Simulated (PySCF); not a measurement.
# Electron correlation in Os⁴⁸⁺ (osmium, charge +48)

Starting occupation: [Ar] 3d10. All numbers are calculated (PySCF 2.14, X2C-1e with screened-nucleus spin-orbit coupling, Gaussian nucleus, in an uncontracted even-tempered set (18 s from 4.2 bohr⁻², ratio 2.6; 15 p from 5.5 bohr⁻², ratio 2.6; 10 d from 5.5 bohr⁻², ratio 2.6; 5 f from 5.6 bohr⁻², ratio 2.8)). Frozen: [Ar]; 10 electrons correlated; the 98 highest virtual spinors left out.

MP2 pair energies summed by pair of shells (mhartree):

```tsv
pair	energy	share (%)
3d3/2-3d5/2	-189.15	49.7
3d5/2-3d5/2	-133.88	35.1
3d3/2-3d3/2	-57.88	15.2
```

Total MP2 correlation energy: -380.92 mhartree.

The virtual space was cut to 70 spinors, which keep -376.53 of the -380.92 mhartree of MP2 correlation.

```json
{"level": "CCSD", "correlation energy (mhartree)": "-373.12"}
{"level": "(T)", "correlation energy (mhartree)": "-0.14"}
{"level": "CCSD(T)", "correlation energy (mhartree)": "-373.26"}
```

Diagnostics: T1 = 4.7e-05, largest double amplitude 0.004.

Cost of the coupled-cluster step: 63 s of wall time on 1 thread of Neoverse-V2 (shared host), for 10 occupied and 70 virtual spinors.

At this charge the one-electron X2C treatment keeps the bare 1/r₁₂, with no two-electron picture change or Breit term. The effect here is smaller than on the frozen 1s shell.
